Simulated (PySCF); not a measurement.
# Hartree-Fock beside MP2: CF2H2Si

Calculated results; nothing here was measured. They come from PySCF 2.14.0, an open-source quantum chemistry program, on an isolated molecule that a program drew, which may never have been made. The molecule is CF2H2Si (charge 0, singlet), drawn as the SMILES string `C=[Si](F)F`.

The geometry was optimised and harmonic frequencies were computed with HF and MP2, all in the cc-pV(D+d)Z basis, for the commonest isotopes, with a restricted reference for singlets and an unrestricted one otherwise, and a frozen core in MP2. Each result is a local minimum of its method.

Geometry at the HF minimum:
```xyz
6
CF2H2Si, angstrom
C    -0.3838   -2.8945    0.6813
Si   -0.0187   -2.2108   -0.7888
F     0.0858   -2.9499   -2.1869
F     0.2968   -0.6854   -1.0813
H    -0.4286   -2.2929    1.5788
H    -0.5834   -3.9538    0.7680
```

Lengths of the bonds as drawn, in Å (atoms numbered as above):
| bond | HF | MP2 |
|---|---|---|
| C1-Si2 | 1.662 | 1.683 |
| Si2-F3 | 1.585 | 1.610 |
| Si2-F4 | 1.585 | 1.610 |
| C1-H5 | 1.081 | 1.092 |
| C1-H6 | 1.081 | 1.092 |

Rotational constants, in GHz:
| constant | HF | MP2 |
|---|---|---|
| A | 8.089 | 7.759 |
| B | 6.651 | 6.528 |
| C | 3.65 | 3.545 |

Harmonic frequencies in cm^-1, each column in rising order, so a row needn't be the same motion in every method:
| rank | HF | MP2 |
|---|---|---|
| 1 | 259 | 219 |
| 2 | 288 | 240 |
| 3 | 347 | 325 |
| 4 | 559 | 528 |
| 5 | 728 | 588 |
| 6 | 769 | 714 |
| 7 | 814 | 764 |
| 8 | 1013 | ? |
| 9 | 1182 | 1114 |
| 10 | 1473 | 1358 |
| 11 | 3321 | 3222 |
| 12 | 3427 | 3341 |

**Estimate the missing MP2 frequency from the HF column.**

A single factor s that minimises the squared misfit of MP2 against s times HF over the other rows is sum(HF x MP2) / sum(HF^2) = 0.9614, with an rms misfit of 46 cm^-1. For rank 8 it gives 0.9614 x 1013 = 974 cm^-1. The calculation gives 972 cm^-1, 2 cm^-1 below the estimate. The drawn bonds are on average 1.3 % longer in MP2 than in HF.
